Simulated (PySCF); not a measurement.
These are M06-2X/def2-TZVP (PySCF) values and carry that method's errors. All species are isolated molecules in the gas phase. One relaxed conformer stands for a flexible species; it need not be the lowest. Excitations are Tamm–Dancoff values on a coarser integration grid. The basis has no diffuse functions, so Rydberg states are missing or too high.

Reference species (SMILES): `[BH2][AlH2]` (neutral, multiplicity 1).

| Quantity | Value |
|---|---|
| T1 excitation (TDA) | 2.61 eV |
| S1 excitation (TDA) | 3.42 eV |
| S1–T1 gap (TDA) | 0.82 eV |
| LUMO | -1.36 eV |

Changed species: `BC(=O)O` (X = carboxy; the reference has X = AlH2).

Give the shifts of the T1 excitation (TDA), S1 excitation (TDA), S1–T1 gap (TDA) and LUMO.

the T1 excitation (TDA) rises by 1.81 eV, to 4.42 eV; the S1 excitation (TDA) increases by 1.68 eV, to 5.10 eV; the S1–T1 gap (TDA) falls by 0.13 eV, to 0.69 eV; the LUMO rises by 0.14 eV, to -1.22 eV.
